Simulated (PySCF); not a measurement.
C₅H₁₁O₃Si, SMILES [CH2]O[Si](C=C)(OC)OC, doublet, GFN2-xTB optimised geometry.

```
20

C     -1.69    -2.24     1.81
O     -1.63    -0.99     1.33
Si    -0.95    -0.32     0.00
C     -1.65     1.43     0.00
C     -2.20     2.05     1.03
O     -1.36    -1.23    -1.27
C     -0.86    -1.18    -2.58
O      0.69    -0.32     0.00
C      1.55     0.28     0.93
H     -2.35    -2.38     2.64
H     -1.34    -3.06     1.21
H     -1.57     1.98    -0.93
H     -2.57     3.06     0.97
H     -2.31     1.55     1.98
H     -1.14    -2.11    -3.08
H      0.23    -1.08    -2.58
H     -1.29    -0.34    -3.12
H      2.57     0.06     0.61
H      1.39    -0.13     1.93
H      1.40     1.36     0.96
```

Density from unrestricted PBE0/def2-SVP in PySCF at that geometry.

Minimum of the electron density along straight lines between bonded atoms, close to the bond critical point (lines longer than 1.1 times the sum of covalent radii, or with two minima, are not listed):

| bond | length / Å | ρ at the minimum / e bohr⁻³ | ∇²ρ there / e bohr⁻⁵ | position (fraction from the first atom) |
|---|---|---|---|---|
| C1–O2 | 1.341 | 0.280 | 0.14 | 0.33 |
| O2–Si3 | 1.631 | 0.126 | 1.06 | 0.59 |
| Si3–C4 | 1.883 | … | 0.34 | 0.38 |
| C4–C5 | 1.324 | 0.342 | … | 0.50 |
| Si3–O6 | 1.620 | 0.132 | 1.11 | 0.41 |
| O6–C7 | 1.402 | 0.252 | -0.27 | 0.66 |
| Si3–O8 | 1.638 | 0.126 | 1.04 | 0.41 |
| O8–C9 | 1.402 | 0.253 | -0.28 | 0.66 |
| C1–H10 | 1.073 | 0.288 | -1.12 | 0.64 |
| C1–H11 | 1.073 | 0.288 | -1.12 | 0.64 |
| C4–H12 | 1.085 | 0.276 | -1.01 | 0.63 |
| C5–H13 | 1.080 | 0.283 | -1.08 | 0.63 |
| C5–H14 | 1.077 | 0.286 | -1.12 | 0.64 |
| C7–H15 | 1.090 | 0.283 | -1.09 | 0.64 |
| C7–H16 | 1.090 | 0.284 | -1.09 | 0.64 |
| C7–H17 | 1.092 | 0.281 | -1.06 | 0.63 |
| C9–H18 | 1.090 | 0.283 | -1.09 | 0.64 |
| C9–H19 | 1.092 | 0.282 | -1.07 | 0.63 |
| C9–H20 | 1.092 | 0.282 | -1.07 | 0.63 |

Question: Fill in the missing entries.

Answer: 
- Si3–C4, ρ at the minimum / e bohr⁻³: 0.117
- C4–C5, ∇²ρ there / e bohr⁻⁵: -0.91
